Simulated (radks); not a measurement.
Values are calculated unless marked as measured or tabulated.
Zn XX, 11 electrons, occupied as [Ne] 3s1.

Level of theory: Dirac Kohn-Sham, PBE, spin-unpolarised, spherical densities, point nucleus (a radial shooting solver on a logarithmic mesh with Libxc functionals).

Energy parts (hartree):
total: -1595.78579
kinetic: 1628.99630
electron-nucleus: -3479.60497
Hartree: 303.99672
exchange-correlation: -49.17384

Orbitals (lengths in bohr, moments of r in powers of bohr; r(max) is where P^2 peaks):
\begin{tabular}{lrrrr}
orbital & occ. & eigenvalue (hartree) & <r^4> & r(max) \\ \hline
1s1/2 & 2 & -378.2796 & 0.00002973 & 0.03290 \\
2s1/2 & 2 & -69.45722 & 0.005777 & 0.1880 \\
2p1/2 & 2 & -64.65249 & 0.004034 & 0.1488 \\
2p3/2 & 4 & -63.74423 & 0.004257 & 0.1515 \\
3s1/2 & 1 & -26.40659 & 0.1809 & 0.5236 \\
\end{tabular}

The highest occupied level is 3s1/2 at -718.56 eV. For comparison, the ionisation energy in NIST's Atomic Spectra Database is 737.37 eV (semi-empirical). In exact Kohn-Sham theory the highest level is minus the ionisation energy, but local and semilocal functionals leave it too shallow, through self-interaction and a potential that decays too fast; potentials with the right tail come closer. The density falls to 0.001 e/bohr^3 at r = 1.24 bohr. Summed over all electrons, <r^2> = 0.7515 bohr^2, which gives a Langevin (diamagnetic) susceptibility term of -0.595 x 10^-6 cm^3/mol.

Beside tabulated values, note that spin-unpolarised runs miss the spin-polarisation part of the exchange energy of open shells.
